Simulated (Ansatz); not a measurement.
Born–Oppenheimer molecular dynamics of a periodic cell of 17 atoms, Si$_{16}$C (host Si, host structure diamond, interstitial C). It starts from a relaxed structure.

These are results of Ansatz, DFT PBE-D3(BJ), scalar-relativistic, plane waves, PAW, not measurements. Settings: accuracy low, PAW set soft_1, cutoff 420 eV, k mesh 2x2x2, fermi-dirac smearing 0.05 eV, spin collinear.

```yaml
ensemble: NVT, Langevin thermostat
time_step: 1.5 fs
steps_asked: 170
set_temperature: 1500 K
friction: 0.01 /fs
seed: 148404
```

First frame:

```xyz
17
Lattice="0.0000 5.4300 5.4300 5.4300 0.0000 5.4300 5.4300 5.4300 0.0000" Properties=species:S:1:pos:R:3
Si 0.044 0.135 0.024
Si 1.409 1.541 1.306
Si 2.723 2.976 -0.012
Si 4.213 4.286 1.481
Si 2.693 0.136 2.671
Si 4.040 1.337 4.105
Si 5.573 2.008 2.555
Si 6.663 4.285 3.929
Si 0.010 2.804 2.705
Si 1.328 4.160 4.087
Si 2.755 5.503 2.799
Si 4.040 6.970 4.103
Si 2.767 2.844 5.379
Si 4.059 4.161 6.816
Si 5.346 5.503 5.387
Si 7.066 6.558 6.509
C 5.658 3.771 2.484
```

Task: What does the run give?

Result: All steps were run.

| Item | Value |
| --- | --- |
| steps done | 170 |
| time covered | 255 fs |
| mean temperature over the second half | 1427 K |
| spread of the potential energy over the second half | 24.6 meV per atom |
| mean potential energy of the second half above the start | 210.8 meV per atom |

A run of 0.26 ps of so small a system gives no equilibrium averages. Limits of this set-up: coarse k mesh, low accuracy level.

Task: What happens to the structure?

Result: Mean squared displacements from the first frame to the last, about the centre of mass: Si 0.33 Å², C 1.73 Å². The details hang on the random start.

Task: How do temperature and energy run in time?

Result: 
```
time (fs)  T (K)  potential energy less start (eV)
      0.0   1412                             0.000
     12.0    926                             1.250
     24.0    771                             2.329
     36.0   1046                             1.821
     48.0    881                             2.313
     60.0    639                             2.919
     72.0   1196                             2.514
     84.0    724                             3.860
     96.0    816                             4.048
    108.0   1364                             3.376
    120.0   1501                             3.594
    132.0   1081                             4.198
    144.0   1595                             3.107
    156.0   1752                             3.060
    168.0   1349                             3.729
    180.0   1094                             4.276
    192.0   1754                             2.908
    204.0   1510                             3.170
    216.0    981                             3.915
    228.0   1280                             3.653
    240.0   1501                             3.643
    252.0   1339                             3.986
```

Run time: 20 min on 1 thread of Arm Neoverse V1 (shared host), peak memory 0.64 GiB.
